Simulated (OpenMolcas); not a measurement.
## Ru2+: moving or changing the point charges

Ru2+ among 4 point charges of -1.5 e arranged as a square (D4h), 2.07 Å from the ion.
```
   2.0700    0.0000    0.0000  -1.50
   0.0000    2.0700    0.0000  -1.50
  -2.0700    0.0000    0.0000  -1.50
   0.0000   -2.0700    0.0000  -1.50
```

```json
{
  "Program": "OpenMolcas",
  "Method": "CASSCF",
  "Basis": "ANO-RCC-VDZP [6s5p3d1f]",
  "Scalar Hamiltonian": "DKH2, point nucleus",
  "Active space": "6 electrons in 5 orbitals (4d)",
  "State averaging": "2S+1 = 5 even, 5 roots; 2S+1 = 3 even, 45 roots; 2S+1 = 1 even, 50 roots",
  "Spin-orbit coupling": "RASSI with atomic mean-field integrals over the reference wave functions"
}
```

Runs around this geometry, states (labels of D4, the rotations of D4h). Energies in cm-1 above the lowest state or level, χT in cm3 K/mol.

```json
{"R (Å)": "2.07", "q (e)": "-0.98", "Ground state": "5A1", "First state of that spin": "5E 2614", "First gap with spin-orbit (degeneracies)": "69.1 (1, 2)", "χT at 300 K": "4.158", "First state of another spin": "3B2 15036"}
{"R (Å)": "1.97", "q (e)": "-1.5", "Ground state": "5A1", "First state of that spin": "5E 7652", "First gap with spin-orbit (degeneracies)": "53.4 (1, 2)", "χT at 300 K": "3.364", "First state of another spin": "3E 10973"}
{"R (Å)": "2.07", "q (e)": "-1.5", "Ground state": "5A1", "First state of that spin": "5E 6165", "First gap with spin-orbit (degeneracies)": "54.4 (1, 2)", "χT at 300 K": "3.487", "First state of another spin": "3E 12943"}
{"R (Å)": "2.27", "q (e)": "-1.5", "Ground state": "5A1", "First state of that spin": "5E 4202", "First gap with spin-orbit (degeneracies)": "59.9 (1, 2)", "χT at 300 K": "3.758", "First state of another spin": "3E 15440"}
```

Taking the first state of the same spin as R^-n, n = -ln(4202 / 7652) / ln(2.27 / 1.97) = 4.2 between the shortest and longest distance.

Scaling the charges by -0.98 / -1.5 = 0.65 scales the first state of the same spin by 2614 / 6165 = 0.42; with fixed orbitals a first-order splitting would follow the charge.

Without dynamic correlation the repulsion within the d shell is too large (B by tens of per cent), so at a given field states of lower spin stand too high. Point charges give a weaker field than real ligands, and real ions of this kind are as a rule low spin; the high spin found here belongs to the model. Point charges carry no covalency, so the field is a model and not that of real ligands. No measured value stands beside these numbers.
